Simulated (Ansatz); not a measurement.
Reaction (formal exchange of groups at a C–Si bond): `N[SiH2]CCl` + `F[CH2][GeH3]` → `F[CH]([GeH3])CCl` + `N[SiH3]`

Calculated with Ansatz (gas phase, PBE0-D4/def2-TZVP geometries, no zero-point term in ΔE). CBS: MP2 limit from def2 TZ/QZ plus the TZ coupled-cluster correction, frozen cores. This one scheme is used for every species. Functionals use def2-TZVPP. B3LYP here is the variant with VWN-RPA as its local correlation; programs differ in this. For Ge outer-core shells are correlated without core-valence functions, which leaves a few kJ/mol of doubt a bond. Scalar relativity is left out up to krypton. Each species was taken in one conformer, which may not be the lowest.

Question: Is it downhill or uphill in electronic energy at CCSD(T)/CBS, and by how much? (Best estimate.)

Answer: Computed: Uphill: ΔE = +24.2 kJ/mol.

Question: What do these levels give: PBE0-D4, B3LYP-D4, ωB97X-V, B2PLYP, PBE, MP2/def2-TZVPP, SCS-MP2/def2-TZVPP, CCSD/def2-TZVPP, HF/def2-QZVPP, MP2/def2-QZVPP, SCS-MP2/def2-QZVPP, MP2/CBS(def2)? (Best estimate.)

Answer: The calculation gave: PBE0-D4 25.7, B3LYP-D4 26.2, ωB97X-V 23.7, B2PLYP 25.4, PBE 25.3, MP2/def2-TZVPP 22.9, SCS-MP2/def2-TZVPP 22.5, CCSD/def2-TZVPP 23.3, HF/def2-QZVPP 26.1, MP2/def2-QZVPP 24.1, SCS-MP2/def2-QZVPP 23.9, MP2/CBS(def2) 24.7 kJ/mol.

Largest T1 diagnostic among the species: 0.011.
